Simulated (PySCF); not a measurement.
[Yb(H2O)2]3+: from a saddle point downhill

PySCF 2.14.0, RKS PBE0, Yb lcecp-1-SVP with ECP59, O def2-SVP, H def2-SVP; non-relativistic Hamiltonian with scalar-relativistic core potentials where named; density fitting; no spin-orbit coupling. Relaxed within the symmetry of its start, the geometry (D2d) is

```xyz
7

Yb    0.0000    0.0000    0.0000
O     0.0000    0.0000    2.1913
H     0.5467    0.5467    2.8174
H    -0.5467   -0.5467    2.8174
O     0.0000    0.0000   -2.1913
H     0.5467   -0.5467   -2.8174
H    -0.5467    0.5467   -2.8174
```

and its lowest harmonic modes are -67, -67, 149, 438, 440, 670 cm⁻¹ (negative: unstable). It was moved along the lowest mode and relaxed again.

**Question.** Where does it end, and how much lower?

**Answer.** In C1, 0.195 eV lower, after 21 steps:
```xyz
7

Yb    1.0659    0.1227   -0.0046
O    -0.1594    0.0254    1.7666
H     0.0220    0.4164    2.6648
H    -1.0309   -0.4365    1.9021
O    -0.1666   -0.0620   -1.7654
H     0.0355   -0.5462   -2.6121
H    -1.0593    0.3374   -1.9513
```

**Question.** How do the contacts change?

**Answer.** 
```json
{"contact": "Yb1–O2 (H2O)", "saddle (Å)": "2.191", "end (Å)": "2.156"}
{"contact": "Yb1–O5 (H2O)", "saddle (Å)": "2.191", "end (Å)": "2.157"}
```


**Question.** Is the end a minimum?

**Answer.** Yes, as far as the noise of the softest modes lets one tell (those above −25 cm⁻¹ count as noise); lowest modes -7, 68, 150, 456, 457, 668 cm⁻¹.

An lcecp potential fixes the number of 4f electrons, so in runs with it no electron can move into or out of that shell.

State: singlet in the valence, with the 4f electrons in the core potential.
